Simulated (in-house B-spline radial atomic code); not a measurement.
A fraction x of an electron is moved 2s → 2p in the fluorine ion F²⁺, starting from [He] 2s2 2p3 and keeping the highest spin. Method: non-relativistic AM05, spin-polarised, spherical fractional occupations, point nucleus. Calculated with a radial B-spline atomic code at the basis-set limit.

| x | E(x) - E(0) (eV) | 2s down level (eV) | 2p down level (eV) |
| --- | --- | --- | --- |
| 0 | 0.0000 | -62.858 | - |
| 0.125 | 2.3700 | -62.826 | -43.881 |
| 0.25 | 4.7362 | -62.790 | -43.876 |
| 0.375 | 7.0985 | -62.751 | -43.868 |
| 0.5 | 9.4570 | -62.710 | -43.857 |
| 0.625 | 11.8117 | -62.666 | -43.843 |
| 0.75 | ? | ? | ? |
| 0.875 | ? | ? | ? |
| 1 | 18.8532 | - | -43.786 |

What belongs in the row x = 0.75?

An energy change of 14.1626 eV; 2s down at -62.619 eV, 2p down at -43.827 eV.

What belongs in the row x = 0.875?

An energy change of 16.5097 eV; 2s down at -62.570 eV, 2p down at -43.808 eV.

Check Janak's theorem between x = 0.125 and 0.25.

The slope of the energy is 18.93 eV; the orbital levels give 18.93 eV (ε of the receiving orbital less ε of the emptying one, averaged over the two points).
